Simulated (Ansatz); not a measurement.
C3H10BN can be A, `BCC(C)N`, or B, `CCBNC`.

Calculated with Ansatz (gas phase, PBE0-D4/def2-TZVP geometries, no zero-point term in ΔE). CCSD(T)/CBS is the MP2 limit (def2-TZVPP, def2-QZVPP) plus CCSD(T) − MP2 in def2-TZVPP, frozen cores. Functionals use def2-TZVPP. B3LYP here is the variant with VWN-RPA as its local correlation; programs differ in this. Each species was taken in one conformer, which may not be the lowest.

(1) Which is lower in electronic energy at CCSD(T)/CBS, and by how much? (Estimate.)

(2) Give E(B) − E(A) in kcal/mol with r2SCAN-D4, PBE0-D4, B3LYP, CCSD/def2-TZVPP, PBE-D4, ωB97M-V, MP2/def2-TZVPP. (An estimate is asked.)

Largest T1 diagnostic: 0.011.

## Answers

(1) Ansatz gave: B, by 41.4 kcal/mol.

(2) Ansatz gave: r2SCAN-D4 -42.9, PBE0-D4 -42.7, B3LYP -44.1, CCSD/def2-TZVPP -41.5, PBE-D4 -43.3, ωB97M-V -41.9, MP2/def2-TZVPP -41.8. None reverses the order clearly.

The D4 term adds +0.8 kcal/mol with B3LYP and +0.4 kcal/mol with PBE0; it sums over pairs of atoms, weighted by their polarisabilities, and B3LYP, whose exchange is more repulsive, gets the larger term.
